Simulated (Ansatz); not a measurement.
`O[SiH](Cl)[Si](O)(Cl)Cl` → 3 Cl• + 3 H• + 2 O• + 2 Si•  (atomization)

Calculated with Ansatz (gas phase, PBE0-D4/def2-TZVP geometries, no zero-point term in ΔE). CCSD(T)/CBS adds triple-zeta CCSD(T) − MP2 to the extrapolated MP2 energy (def2 sets, frozen cores). This one scheme is used for every species, atoms too. Functionals use def2-TZVPP. Open shells (•) are unrestricted, without spin–orbit coupling. Spin–orbit coupling would lower the free atoms: a little for Cl, O, Si. Each species was taken in one conformer, which may not be the lowest.

CCSD(T)/CBS gives +3637.2 kJ/mol.

Task: Another level gave +3567.2 kJ/mol. Which?
A. SCS-MP2/def2-TZVPP
B. r2SCAN-D4/def2-TZVPP
C. ωB97M-V/def2-TZVPP
D. r2SCAN/def2-TZVPP

Result: A. SCS-MP2/def2-TZVPP 3567.2, r2SCAN 3632.2, ωB97M-V 3637.7, r2SCAN-D4 3642.0 kJ/mol.

Largest T1 diagnostic among the species: 0.012.

The D4 term adds +65.3 kJ/mol with B3LYP and +34.8 kJ/mol with PBE0; it sums over pairs of atoms, weighted by their polarisabilities, and B3LYP, whose exchange is more repulsive, gets the larger term. In def2-TZVPP, CCSD(T) changes the Hartree–Fock value by +914.9 kJ/mol (the triples alone add +70.5 kJ/mol) and MP2 by +1051.8 kJ/mol; breaking electron pairs costs correlation energy, which Hartree–Fock lacks.

B3LYP here is the variant with VWN-RPA as its local correlation; programs differ in this.

For atomizations the MP2-based limit and the directly extrapolated one differ by several kJ/mol either way, and by 10 to 25 for some Ge, Se and Sn compounds, so smaller differences from it don't rank the levels.
